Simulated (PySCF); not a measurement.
ClGeHS, SMILES [Ge]([SH])[Cl] (connectivity only; charge and spin as stated), neutral, multiplicity 1.

The structure is a stationary point at PBE0-D3(BJ)/def2-TZVP. One conformer was computed; it need not be the lowest.

Calculation: CAM-B3LYP/def2-TZVPD in PySCF.

Symmetry labels are those of the subgroup Cs that the program uses (full group Cs).

Computed valence orbital energies around the gap with their symmetry:
```csv
orbital,symmetry,energy (eV)
HOMO−7,A',-22.39
HOMO−6,A',-15.85
HOMO−5,A',-13.05
HOMO−4,A',-11.54
HOMO−3,A",-10.98
HOMO−2,A',-10.68
HOMO−1,A",-9.42
HOMO,A',-8.78
LUMO,A",-1.74
LUMO+1,A',0.24
LUMO+2,A',0.60
LUMO+3,A',0.70
```
